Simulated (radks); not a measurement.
Q: Ionisation of the praseodymium ion Pr+, [Xe] 4f3 6s1, to [Xe] 4f3 as the strength of local exchange is varied. All-electron calculation, Dirac Kohn-Sham, Slater X-alpha exchange (alpha = 2/3 is LDA exchange), no correlation, spin-unpolarised, spherical densities, point nucleus; open shells fill j = l - 1/2 first. Program: a radial shooting solver on a logarithmic mesh with Libxc functionals.

| alpha | E(Pr+) (hartree) | exchange (hartree) | IE (eV) | -e of the level emptied (eV) | <r> of it (bohr) |
|---|---|---|---|---|---|
| 0.667 | -9230.0727 | -204.0521 | 9.984 | 7.474 (6s1/2) | 4.123 |
| 0.695 | -9238.6426 | -212.8174 | 10.109 | 7.601 (6s1/2) | 4.097 |
| 0.754 | -9256.7269 | -231.3376 | 10.382 | 7.877 (6s1/2) | 4.044 |
| 0.79 | -9267.7788 | -242.6717 | 10.552 | 8.051 (6s1/2) | 4.011 |
| 0.875 | -9293.9256 | -269.5337 | 10.965 | 8.474 (6s1/2) | 3.935 |
| 0.968 | -9322.6167 | -299.0861 | 11.431 | 8.954 (6s1/2) | 3.854 |
| 0.97 | -9323.2346 | -299.7235 | 11.442 | 8.964 (6s1/2) | 3.853 |
| x | -9309.3401 | -285.4010 | 11.214 | 8.730 (6s1/2) | 3.891 |

Which alpha was used in the last row?

A: alpha = 0.925. NIST Atomic Spectra Database: 10.63 eV (semi-empirical). The Delta-SCF value meets it near alpha = 0.81. Spin polarisation and multiplet splitting are left out, so open shells lie too high by an amount that depends on their filling.

Beside tabulated values, note that spin-unpolarised runs miss the spin-polarisation part of the exchange energy of open shells.
